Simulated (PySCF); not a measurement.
## C₆ coefficients of unlike pairs at PBE0

Calculated with PySCF 2.14 from the dipole response of each species, C₆(A,B) = (3/π) ∫ α_A(iu) α_B(iu) du, in atomic units, from isotropic polarisabilities. For ions this is the dispersion term alone; charge-induced terms of lower order in 1/R come first.

```json
{"species": "Ga²⁺", "configuration": "[Ar] 3d10 4s1 (2S)", "basis": "aug-cc-pwCVTZ-PP with ECP10MDF (8s7p6d4f1g)", "relativity": "core potential", "α (bohr³)": "9.880", "C₆ (like pair)": "30.32"}
{"species": "Ti²⁺", "configuration": "[Ar] 3d2 (3F)", "basis": "aug-cc-pVTZ with one added diffuse shell each of s, p, d, f, g type (9s8p6d4f3g)", "relativity": "none", "α (bohr³)": "4.816", "C₆ (like pair)": "14.42"}
{"species": "Pd²⁺", "configuration": "[Kr] 4d8 (3F)", "basis": "aug-cc-pVTZ-DK (9s8p6d3f2g)", "relativity": "spin-free X2C", "α (bohr³)": "6.599", "C₆ (like pair)": "34.82"}
{"species": "Fe⁺", "configuration": "[Ar] 3d6 4s1 (6D)", "basis": "def2-QZVPPD (11s6p5d4f2g)", "relativity": "none", "α (bohr³)": "27.71", "C₆ (like pair)": "139.1"}
```

(1) Estimate C₆ for Pd²⁺ with Ga²⁺.

No spin-orbit coupling is included.

The other pairs:

| pair | C₆ |
| --- | --- |
| Fe⁺, Ga²⁺ | 63.25 |
| Fe⁺, Pd²⁺ | 58.43 |
| Fe⁺, Ti²⁺ | 39.13 |
| Ti²⁺, Ga²⁺ | 19.96 |
| Pd²⁺, Ti²⁺ | 22.35 |

Answers

(1) The integral gives 30.32. The combination rule 2 C_A C_B / (C_A α_B/α_A + C_B α_A/α_B) gives 29.17 and the geometric mean 32.49.
